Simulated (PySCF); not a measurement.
# UHF on Pb²⁺ (lead, charge +2)

Configuration: [Xe] 4f14 5d10 6s2, closed-shell 1S. Calculation: PySCF 2.14, in aug-cc-pVTZ-PP with ECP60MDF; scalar relativity through the core potential.

```
Total energy             : -191.109338 hartree
One-electron energy      : -322.7397 hartree
Hartree (Coulomb) energy : 146.2411 hartree
Exchange energy          : -14.6108 hartree
⟨S²⟩                     : 0.0000
⟨L²⟩                     : 0.000
Sum of ⟨r⟩               : 25.29 bohr
Sum of ⟨r²⟩              : 38.80 bohr²
```

| shell | electrons | mean orbital energy (eV) | rms radius, mean of both spins (bohr) |
| --- | --- | --- | --- |
| 5s | 2 | -184.70 | 0.925 |
| 5p | 6 | -121.65 | 1.05 |
| 5d | 10 | -45.903 | 1.38 |
| 6s | 2 | -30.103 | 2.37 |

Energies and moments cover only the electrons outside the core potential. Spin-orbit coupling, which splits the p, d and f shells strongly at this Z, is absent.
